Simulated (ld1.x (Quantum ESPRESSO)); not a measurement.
**PBEsol RRKJ dataset for H, scalar-relativistic all-electron reference.**

| Property | Result |
| --- | --- |
| Element | H |
| Generator | ld1.x (Quantum ESPRESSO) 7.5 |
| Type | norm-conserving RRKJ (Kleinman–Bylander form) |
| Functional | PBEsol |
| Relativity | scalar-relativistic |
| Frozen core | none |
| Valence charge | 1 |
| Reference configuration | 1s1 |
| Partial waves | 1s (bound): rc 1.00 bohr |
| Local potential | the s channel |
| Core correction | none |
| rho0 | 0.01 |

All-electron outer shells of the reference configuration (PBEsol, scalar-relativistic, ld1.x):

| shell | level (eV) | outermost node (bohr) | outermost maximum (bohr) |
| --- | --- | --- | --- |
| 1s | -6.33 | – | 1.05 |

(1) Estimate the cutoffs (Ry, on a coarse ladder) from which the occupation-weighted sum of valence levels, in a spherical-Bessel basis at the reference potential, stays within 10 and 1 mRy of its value at 400 Ry.

(2) What does a ghost test show?

## Answers

(1) 25 Ry and 45 Ry.

(2) No extra level below or beside the all-electron valence levels (s, p, d, f tested).
